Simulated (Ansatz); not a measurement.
Consider the substitution at a C–O bond: `COC(=N)O` + `[SiH3]N[SiH2]Cl` → `CN([SiH3])[SiH2]Cl` + `N=C(O)O`.

Computed with Ansatz on PBE0-D4/def2-TZVP structures; ΔE is electronic, products minus reactants. CCSD(T)/CBS is the MP2 limit (def2-TZVPP, def2-QZVPP) plus CCSD(T) − MP2 in def2-TZVPP, frozen cores. DFT in def2-TZVPP. B3LYP here is the variant with VWN-RPA as its local correlation; programs differ in this. HSE06 is defined as in plane-wave codes. Each species was taken in one conformer, which may not be the lowest.

```csv
level,ΔE (kcal/mol),difference from CCSD(T)/CBS
PBE-D4,-0.8,-0.5
B97M-V,0.6,0.9
ωB97M-V,-0.1,0.2
PBE,0.1,0.4
revPBE,0.3,0.6
B3LYP,1.4,1.7
HSE06,0.1,0.4
SCS-MP2/def2-TZVPP,-0.2,0.1
CCSD/def2-TZVPP,0.0,0.3
HF/CBS(def2),2.4,2.7
CCSD(T)/CBS,-0.3,0
```

Largest T1 diagnostic among the species: 0.013.

Leaving LDA and LC-ωPBE aside and taking each functional with its dispersion term where it has one, the values, not all of them listed here, spread over 2.2 kcal/mol, from revPBE-D4 to B2PLYP. The D4 term adds −1.4 kcal/mol with B3LYP and −0.8 kcal/mol with PBE0; it sums over pairs of atoms, weighted by their polarisabilities, and B3LYP, whose exchange is more repulsive, gets the larger term.
